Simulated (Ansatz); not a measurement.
Job for Ansatz (a program for electronic structure): R-CCSD(T)/cc-pV(T+d)Z on C2H6Si (SMILES C[Si]C), 2S+1 = 1, a spin state set in the input, which need not be the lowest, at the other state's geometry. Files ending in .json are basis or fitting sets from the Basis Set Exchange.

Ansatz 0.2 input:
```yaml
crystal:
  periodic: [false, false, false]
  atoms:
    - {symbol: C, position_ang: [1.61787958, 0.02923489, 0.41689098]}
    - {symbol: Si, position_ang: [0.00397096, -0.18933306, -0.55736701]}
    - {symbol: C, position_ang: [-1.62318469, 0.22370972, 0.32773851]}
    - {symbol: H, position_ang: [2.47268779, -0.24058184, -0.20383704]}
    - {symbol: H, position_ang: [1.73889184, 1.06878117, 0.73102106]}
    - {symbol: H, position_ang: [1.62232447, -0.61246864, 1.30129753]}
    - {symbol: H, position_ang: [-1.75270966, -0.40995517, 1.20845993]}
    - {symbol: H, position_ang: [-2.46881490, 0.05592505, -0.33976375]}
    - {symbol: H, position_ang: [-1.63614230, 1.27129464, 0.63818345]}
basis:
  gaussian:
    orbitals: cc-pV_T+d_Z.json
magnetization: {spin_polarized: false}
correlation: {method: ccsd_t, electrons: outside_noble_gas}
scf: {omitted_lower_state_checks: [cluster_reference]}
```

The log:

```
WARN ansatz: RAYON_NUM_THREADS=2 ignored (pool sized by the plan → 2); use --threads N
Functional definition: HF
these checks for a lower state are left out or cut short: cluster_reference
integrals: 0.63 GiB planned
1024 factors; integrals over basis functions are off by at most 9.5e-4 eV
mean field: 0.43 GiB planned
mean field evaluation 1: about -10014.5922 eV, gradient 3.4e1 eV
mean field evaluation 2: about -10014.5914 eV, gradient 3.4e1 eV
mean field evaluation 4: about -10017.6281 eV, gradient 2.9e0 eV
mean field evaluation 8: about -10017.6843 eV, gradient 1.4e-1 eV
mean field -10017.68454277 eV, -368.1431167164 hartree, gradient 9.0e-6 eV, S^2 0.000000; 0 other end points of the search recorded, 0 dependent functions left out; unrestricted orbitals would lower it
7 core orbitals not correlated
reference -10017.68454277 eV, -368.1431167164 hartree; 9, 9 occupied and 167, 167 virtual orbitals, 1024 factors
second order -12.60065361 eV of doubles, -0.00000000 eV of singles
coupled cluster: 0.98 GiB planned
cycle   1  -13.37554755 eV  change   -7.7e-1 eV  update   8.2e-2
cycle   2  -13.76728598 eV  change   -3.9e-1 eV  update   3.1e-2
cycle   3  -13.82441687 eV  change   -5.7e-2 eV  update   1.4e-2
cycle   4  -13.81893055 eV  change    5.5e-3 eV  update   5.7e-3
cycle   5  -13.81931917 eV  change   -3.9e-4 eV  update   2.1e-3
cycle   6  -13.81929048 eV  change    2.9e-5 eV  update   7.6e-4
cycle   7  -13.81937013 eV  change   -8.0e-5 eV  update   2.1e-4
cycle   8  -13.81945950 eV  change   -8.9e-5 eV  update   6.5e-5
cycle   9  -13.81945297 eV  change    6.5e-6 eV  update   1.9e-5
perturbative correction -0.54329876 eV, -0.0199658612 hartree
Total energy: -10032.04729451 eV, -368.6709381072 hartree
Checks for a lower state left out: cluster_reference
```

The run converged.

Cost: about 15 core-seconds (a rough figure).
